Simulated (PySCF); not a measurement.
chlorocyclobutane (C₄H₇Cl), SMILES C1C(CC1)Cl.

Coordinates come from a r2SCAN-D4/def2-SVP optimisation.

These are TDDFT-PBE/def2-SVPD run with PySCF values and carry that method's errors.

Vertical excitations. Isolated molecule, no solvent. State labels are in the subgroup Cs.

```
state  symmetry  energy (eV)  λ (nm)      f                            main pairs
-----  --------  -----------  ------  -----  ------------------------------------
S1           A'         6.61     188  0.004                        HOMO→LUMO 96 %
S2           A"         6.64     187  0.002                      HOMO−1→LUMO 95 %
S3           A'         6.97     178  0.008                      HOMO→LUMO+1 97 %
S4           A"         7.04     176  0.023                    HOMO−1→LUMO+1 96 %
S5           A'         7.43     167  0.006                      HOMO→LUMO+2 98 %
S6           A"         7.49     165  0.000                    HOMO−1→LUMO+2 98 %
S7           A"         7.58     164  0.000                     HOMO→LUMO+3 100 %
S8           A'         7.65     162  0.035  HOMO→LUMO+4 83 %, HOMO−1→LUMO+3 13 %
S9           A"         7.70     161  0.034  HOMO−1→LUMO+4 86 %, HOMO−3→LUMO 13 %
S10          A'         7.70     161  0.008  HOMO−1→LUMO+3 64 %, HOMO−2→LUMO 30 %
T1           A'         6.12     202      0                        HOMO→LUMO 98 %
T2           A"         6.19     200      0                      HOMO−1→LUMO 98 %
T3           A'         6.84     181      0                      HOMO→LUMO+1 99 %
T4           A"         6.92     179      0                    HOMO−1→LUMO+1 98 %
```
Triplets are in the Tamm–Dancoff approximation, which puts them higher than full response would, so one can lie above its singlet here.
